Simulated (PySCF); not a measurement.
Basis-set dependence of ZnO⁺ at r²SCAN

PySCF, UKS reference; doublet, unpaired electrons π ↑; De to Zn⁺ + O without counterpoise correction.

```
        basis     relativity  functions  Re (Å)  ωe (cm⁻¹)  De (eV)  μ (D)
    def2-SVPD  no relativity         57   1.793        643     2.03  -4.64
jorge-DZP-DKH  spin-free X2C         58   1.778        658     1.93  -4.34
  def2-TZVPPD  no relativity        107   1.788        646     1.82  -4.30
```

**Question.** How does each smaller set differ from the one with most functions, def2-TZVPPD?

**Answer.** def2-SVPD: +0.5 pm, -0.5 % in ωe, +0.21 eV in De; jorge-DZP-DKH: -1.0 pm, +1.9 % in ωe, +0.11 eV in De. All at r²SCAN; the set with most functions is neither the basis-set limit nor always the best. The rows treat relativity differently, so the differences are not basis effects alone.

A positive dipole points towards O; it is taken about the centre of mass and depends on that origin. For an ion De counts to the pair picked by the measured ionisation energies or electron affinities, which need not be the lowest pair at this level. The state was picked by a PBE0 search and need not be the measured ground state.
